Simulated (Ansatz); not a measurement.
`F[SiH](Cl)[S][GeH3]` + HCl → `F[SiH](Cl)Cl` + `[SH][GeH3]` at 400 K and 1 bar (ligand exchange at the Si–S bond).

Computed with Ansatz on PBE0-D4/def2-TZVP structures; ΔE is electronic, products minus reactants. CCSD(T)/CBS is the MP2 limit (def2-TZVPP, def2-QZVPP) plus CCSD(T) − MP2 in def2-TZVPP, frozen cores. This one scheme is used for every species. For Ge outer-core shells are correlated without core-valence functions, which leaves a few kJ/mol of doubt a bond. Scalar relativity is left out up to krypton. One conformer a species, not always the lowest.

```json
{"species": "`F[SiH](Cl)[S][GeH3]`", "CCSD(T)/CBS energy (Eh)": "-3325.10853", "H − E (kJ/mol)": "141.7", "S (J/(mol·K))": "429.0"}
{"species": "HCl", "CCSD(T)/CBS energy (Eh)": "-460.38127", "H − E (kJ/mol)": "29.6", "S (J/(mol·K))": "195.4"}
{"species": "`F[SiH](Cl)Cl`", "CCSD(T)/CBS energy (Eh)": "-1309.19911", "H − E (kJ/mol)": "63.5", "S (J/(mol·K))": "333.9"}
{"species": "`[SH][GeH3]`", "CCSD(T)/CBS energy (Eh)": "-2476.30083", "H − E (kJ/mol)": "106.6", "S (J/(mol·K))": "308.1"}
```

H − E and S are ideal-gas, rigid-rotor, harmonic terms from PBE0-D4/def2-TZVP, for one conformer and one mirror image of each species. 1 Eh = 2625.50 kJ/mol, R = 8.31446 J/(mol·K).

Problem. By hand: ΔE, ΔH, ΔS and ΔG.

Solution. ΔE = (-1309.19911) + (-2476.30083) − (-3325.10853) − (-460.38127) = -0.01014 Eh = -26.6 kJ/mol. Δ(H − E) = 63.5 + 106.6 − 141.7 − 29.6 = -1.2, so ΔH = -27.8 kJ/mol. ΔS = 333.9 + 308.1 − 429.0 − 195.4 = 17.6 J/(mol·K). ΔG = -27.8 − 400 × (17.6)/1000 = -34.8 kJ/mol.

Problem. By hand: the equilibrium constant, and the temperature at which ΔG would vanish if ΔH and ΔS stayed fixed.

Solution. log₁₀ K = −ΔG/(RT ln 10) = 4.5. ΔH and −TΔS have one sign here, so there is no such temperature.

ΔH outweighs TΔS. A doubt of 5 kJ/mol in ΔE shifts log₁₀ K by 0.7 here. Other conformers and mirror images would add mixing entropy, several J/(mol·K) or more a flexible species. Modes under 60 cm⁻¹, often nearly free rotors, make the harmonic entropy too high. These are equilibria of isolated gas molecules and say nothing of rates. Largest T1 diagnostic: 0.011 (customary marks: 0.02 for closed shells, 0.045 for open ones).
